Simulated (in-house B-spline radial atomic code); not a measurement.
K. Computed with a B-spline radial atomic code. Model: all-electron spherical atom, spin shells full or empty, radial basis limit, no spin-orbit coupling, Breit or QED, empty-state partial waves extrapolated as (l+1/2)^-4, RPA, G0W0 and static COHSEX of the highest shell as one setting changes (uncorrelated shells keep exact exchange).

In a row where one electron alone is correlated, RPA and GW hold only self-correlation.

Given: element K; charge 0; filled core Ar; hamiltonian one-electron scalar X2C; mean-field start PBE0; highest l of empty states 9; nuclear rms radius 3.4349 fm; highest mean-field shell 4s up.

Shell: 4s 1 0 (electrons up and down).

| lowest nl shells left uncorrelated | RPA correlation energy (hartree) | G0W0 level (eV) | G0W0 minus most complete (meV) | COHSEX level (eV) |
| --- | --- | --- | --- | --- |
| 0 | -1.123 | -4.5915 | 0 | -5.5244 |
| 1 | -0.98781 | -4.5914 | 0.1 | -5.524 |
| 2 | ? | ? | ? | ? |
| 3 | -0.43983 | -4.585 | 6.5 | -5.5128 |
| 4 | ? | ? | ? | ? |
| 5 | -0.014071 | -4.3623 | 229.2 | -5.1801 |

**Question.** What follows for lowest nl shells left uncorrelated = 4?

**Answer.** RPA correlation energy -0.31037 hartree; G0W0 level -4.5865 eV; G0W0 minus most complete 5 meV; COHSEX level -5.514 eV.

**Question.** What follows for lowest nl shells left uncorrelated = 2?

**Answer.** RPA correlation energy -0.83679 hartree; G0W0 level -4.5927 eV; G0W0 minus most complete -1.2 meV; COHSEX level -5.527 eV.
